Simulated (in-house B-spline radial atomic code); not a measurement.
Whole-atom quantities along the 38-electron series, configuration [Kr] 4d2. Computed with a B-spline radial code for spherical atoms: non-relativistic Hartree-Fock, average of the configuration, point nuclei.

This level leaves out relativity, spin-orbit splitting included, which matters for heavy ions.

```csv
ion,Z,E/Z² (Eh),Σ<r²> (bohr²),n(0)/Z³ (bohr⁻³),Lamb diamagnetic shielding (ppm),repulsion over attraction
Zr2+,40,-2.2115,30.49,0.69526,3732.15,0.15857
Nb3+,41,-2.232,25.478,0.69625,3851.49,0.1565
Mo4+,42,-2.2519,22.008,0.69721,3970.48,0.15435
Tc5+,43,-2.2711,19.376,0.69815,4089.23,0.15217
Ru6+,44,-2.2898,17.281,0.69905,4207.8,0.14997
Rh7+,45,-2.3079,15.563,0.69993,4326.24,0.14778
Pd8+,46,-2.3254,14.124,0.70077,4444.58,0.1456
Ag9+,47,-2.3423,12.899,0.7016,4562.82,0.14345
Cd10+,48,-2.3588,11.843,0.70239,4681,0.14133
In11+,49,-2.3747,10.924,0.70316,4799.11,0.13924
Sn12+,50,-2.3901,10.116,0.70391,4917.17,0.13719
Sb13+,51,-2.4051,9.402,0.70464,5035.19,0.13518
Te14+,52,-2.4196,8.7659,0.70534,5153.17,0.13321
I15+,53,-2.4337,8.1963,0.70603,5271.11,0.13128
Xe16+,54,-2.4474,7.6836,0.70669,5389.03,0.12939
Cs17+,55,-2.4607,7.2201,0.70734,5506.92,0.12754
Ba18+,56,-2.4735,6.7994,0.70796,5624.78,0.12574
La19+,57,-2.4861,6.4162,0.70857,5742.63,0.12397
Ce20+,58,-2.4982,6.0658,0.70917,5860.45,0.12225
Pr21+,59,-2.5101,5.7445,0.70974,5978.26,0.12057
Nd22+,60,-2.5216,5.449,0.7103,6096.05,0.11892
Pm23+,61,-2.5328,5.1766,0.71085,6213.83,0.11732
Sm24+,62,-2.5437,4.9248,0.71138,6331.6,0.11575
Eu25+,63,-2.5543,4.6915,0.7119,6449.36,0.11422
Gd26+,64,-2.5646,4.4749,0.7124,6567.11,0.11272
```

Problem. With what power of Z does the column «Σ<r²> (bohr²)» change over this range?

Solution. A fit of the logarithm of its size against log Z from Z = 40 to 64 has slope -3.88. Unscreened non-relativistic hydrogenic orbitals would give -2.
